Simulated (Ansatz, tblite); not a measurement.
Cost and result up the ladder for `[H]/C=C/c1ccc(/C=C/c2ccc(/C=C/c3ccc(/C=C/c4ccccc4)cc3)cc2)cc1` (58 atoms). The state is a singlet with charge 0. Geometry: r2SCAN-D4/def2-SVP.

Cartesian coordinates in Å:
```
H -1.020 -3.368 13.406
C -1.085 -2.901 12.419
C -0.432 -3.422 11.365
C -0.415 -2.914 9.992
C 0.313 -3.615 9.006
C 0.360 -3.184 7.687
C -0.324 -2.018 7.279
C -0.324 -1.515 5.914
C 0.299 -2.071 4.842
C 0.294 -1.575 3.476
C -0.383 -0.400 3.069
C -0.361 0.027 1.752
C 0.340 -0.693 0.753
C 0.391 -0.292 -0.642
C -0.202 0.795 -1.201
C -0.153 1.195 -2.597
C 0.538 0.469 -3.598
C 0.555 0.894 -4.916
C -0.118 2.072 -5.322
C -0.133 2.562 -6.691
C 0.450 1.982 -7.770
C 0.434 2.475 -9.143
C 1.075 1.716 -10.146
C 1.091 2.137 -11.476
C 0.464 3.332 -11.840
C -0.176 4.100 -10.859
C -0.192 3.681 -9.531
C -0.806 2.795 -4.324
C -0.824 2.369 -3.001
C 1.017 -1.863 1.160
C 0.995 -2.291 2.481
C -1.049 -1.314 8.270
C -1.095 -1.747 9.588
H -1.700 -1.998 12.343
H 0.161 -4.332 11.523
H 0.852 -4.524 9.296
H 0.938 -3.762 6.961
H -0.897 -0.592 5.769
H 0.872 -2.994 4.989
H -0.938 0.189 3.804
H -0.900 0.940 1.486
H 0.977 -0.960 -1.285
H -0.788 1.463 -0.558
H 1.073 -0.447 -3.334
H 1.103 0.301 -5.653
H -0.685 3.499 -6.831
H 0.995 1.042 -7.632
H 1.567 0.779 -9.865
H 1.595 1.528 -12.232
H 0.474 3.666 -12.882
H -0.667 5.038 -11.135
H -0.696 4.299 -8.783
H -1.337 3.711 -4.605
H -1.368 2.953 -2.252
H 1.569 -2.442 0.412
H 1.530 -3.204 2.764
H -1.587 -0.405 7.981
H -1.669 -1.170 10.318
```

Ansatz on 2 threads of AMD EPYC 7R13 on a shared host and a share (18 GiB) of an NVIDIA H100 80GB HBM3; xTB runs through tblite on one thread. Times are rough, summed over both states, and most runs start from the orbitals of an earlier one. PBE0-D4/def2-TZVP serves as the yardstick here, not as an exact answer. The other state is a triplet.

The xTB rows come from tblite. Single mean-field runs in def2-TZVP are fitted with def2-universal-jkfit.

xTB has no spin-polarisation term.

| level | functions | vertical triplet (eV) | difference from PBE0-D4/def2-TZVP (eV) |
| --- | --- | --- | --- |
| PBE0-D4/def2-TZVP | 1148 | 1.93 | 0.00 |
| PBE-D4/def2-TZVP (with forces) | 1148 | 1.61 | -0.32 |
| GFN2-xTB | 154 | 1.84 | -0.09 |
| GFN1-xTB | 180 | 1.83 | -0.10 |

Q: Estimate how long each takes.

A: GFN2-xTB 0.27 s; GFN1-xTB 0.3 s; PBE-D4/def2-TZVP (with forces) 37 s; PBE0-D4/def2-TZVP 58 s. On shared hardware such times vary by a factor of up to 3.
